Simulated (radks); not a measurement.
Valence configurations of Hg. Method: scalar-relativistic Kohn-Sham, PBE, spin-unpolarised, spherical densities, point nucleus; computed with a radial shooting solver on a logarithmic mesh with Libxc functionals. Energies are relative to [Hg]; eigenvalues in eV.

| valence | E (eV) | e(4f) | e(5d) | e(6p) | e(6s) |
|---|---|---|---|---|---|
| [Hg] | 0.000 | -95.887 | -9.860 | - | -6.817 |
| [Xe] 4f14 5d9.5 6s2 6p0.5 | 4.794 | -98.769 | -12.158 | -1.779 | -8.124 |
| [Xe] 4f14 5d10 6s1 6p1 | 6.039 | -98.125 | -12.033 | -2.078 | -8.392 |
| [Xe] 4f14 5d9 6s2 6p1 | 10.372 | -101.56 | -14.308 | -2.383 | -9.271 |
| [Xe] 4f14 5d9.5 6s1 6p1.5 | 11.387 | -100.77 | -14.067 | -2.635 | -9.457 |
| [Xe] 4f14 5d10 6p2 | 12.576 | -100.00 | -13.818 | -2.870 | - |
| [Xe] 4f14 5d9 6s1.5 6p1.5 | 13.870 | -102.51 | -15.211 | -2.787 | -9.890 |
| [Xe] 4f14 5d9.5 6p2.5 | 18.405 | -102.55 | -15.733 | -3.366 | - |
| [Xe] 4f13.5 5d10 6s2 6p0.5 | 49.463 | -104.74 | -12.760 | -1.768 | -8.153 |
| [Xe] 4f13 5d10 6s2 6p1 | 103.05 | -113.70 | -15.624 | -2.374 | -9.364 |

NIST lists [Hg] as the ground configuration; this level of theory agrees among the configurations tried. The energies are those of spherical spin-averaged densities, not of single terms.
